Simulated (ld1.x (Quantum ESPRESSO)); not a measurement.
Before and after: RRKJ potential for gallium

```json
{
 "Element": "Ga",
 "Generator": "ld1.x (Quantum ESPRESSO) 7.5",
 "Type": "norm-conserving RRKJ (Kleinman–Bylander form)",
 "Functional": "PBE",
 "Relativity": "scalar-relativistic",
 "Frozen core": "[Ar] 3d10",
 "Valence charge": "3",
 "Reference configuration": "4s2 4p0.5 (charge +0.5)",
 "Partial waves": "4p (bound): rc 2.60 bohr; 4s (bound): rc 1.90 bohr",
 "Local potential": "the s channel",
 "Core correction": "Bessel-smoothed model core inside 1.30 bohr"
}
```

Change: core correction Bessel-smoothed model core inside 2.04 bohr.

Cutoffs: the cutoffs (Ry, on a coarse ladder) from which the occupation-weighted sum of valence levels, in a spherical-Bessel basis at the reference potential, stays within 10 and 1 mRy of its value at 400 Ry; they do not see the model core or the augmentation charge, which bear on the density cutoff. Errors are all-electron minus pseudo energies relative to the spin-unpolarised reference configuration.

Problem. What does the change do?

Solution. The potential gets neither clearly harder nor softer (15 Ry and 35 Ry → 15 Ry and 35 Ry); of the 7 tests that both files solve, the error grows in 0 and shrinks in 2 by more than 15 % and 0.3 meV (median size 15.7 → 13.2 meV); neither file shows a bound ghost. A wider model core is smoother and lowers the density cutoff, which this test does not measure.

| quantity | base | changed |
| --- | --- | --- |
| cutoff, loose | 15 Ry | 15 Ry |
| cutoff, tight | 35 Ry | 35 Ry |
| bound ghosts | none | none |
| error for 4s2 4p1, meV [ΔE -2.03 eV] | -1.3 | -1.2 |
| error for 4s2 4p0, meV [ΔE 3.66 eV] | -4.3 | -4.1 |
| error for 4s1 4p0, meV [ΔE 24.79 eV] | -148 | -129 |
| error for 4s0 4p3, meV [ΔE 11.34 eV] | -74 | -62 |
| error for 4s2 4p1.3, meV [ΔE -2.56 eV] | -2.3 | -2.2 |
| error for 4s1 4p1, meV [ΔE 11.03 eV] | -40 | -36 |
| error for 4s1 4p2, meV [ΔE 4.51 eV] | -16 | -13 |
| s: phases at 2.85 bohr within 0.05 rad from the reference energy up to (Ry; the scan ends near 5) | 1.7 | 1.7 |
| p: phases at 2.85 bohr within 0.05 rad from the reference energy up to (Ry; the scan ends near 5) | to the end of the scan | to the end of the scan |
